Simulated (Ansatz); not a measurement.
Ansatz (a program for electronic structure) input (RPA@PBE/cc-pVTZ):

Ansatz 0.2 input:
```yaml
crystal:
  periodic: [false, false, false]
  atoms:
    - {symbol: C, position_ang: [1.11914847, -0.28445832, -0.18134208]}
    - {symbol: F, position_ang: [1.83948772, 0.65057113, 0.42508283]}
    - {symbol: C, position_ang: [-0.35602499, -0.13675138, -0.07468208]}
    - {symbol: F, position_ang: [-0.76469360, -0.06961338, 1.20373271]}
    - {symbol: F, position_ang: [-0.81253145, 0.98138677, -0.68688334]}
    - {symbol: F, position_ang: [-0.94800045, -1.19153484, -0.66042884]}
    - {symbol: H, position_ang: [1.59289906, -0.81002884, -0.99738534]}
basis:
  gaussian:
    orbitals: cc-pVTZ
hamiltonian:
  xc: pbe
magnetization: {spin_polarized: true, initial_magnetization: 1}
correlation: {method: rpa, electrons: outside_noble_gas}
```

Output:

```
Functional definition: PBE
integrals: 0.37 GiB planned
1207 factors; integrals over basis functions are off by at most 8.1e-4 eV
mean field: 0.90 GiB planned
mean field evaluation 1: about -12945.2774 eV, gradient 3.1e1 eV
mean field evaluation 2: about -12945.2659 eV, gradient 3.1e1 eV
mean field evaluation 4: about -12948.0139 eV, gradient 7.8e0 eV
mean field evaluation 8: about -12948.2014 eV, gradient 2.5e-1 eV
mean field evaluation 16: about -12948.2016 eV, gradient 2.0e-4 eV
mean field -12948.20159286 eV, -475.8376319314 hartree, gradient 8.7e-6 eV, S^2 0.753018; 0 other end points of the search recorded, 0 dependent functions left out
6 core orbitals not correlated
reference -12901.64489493 eV, -474.1267048395 hartree; 19, 18 occupied and 169, 170 virtual orbitals, 1207 factors
Total energy: -12954.75244440 eV, -476.0783712852 hartree
```

It need not be the lowest isomer of its formula.
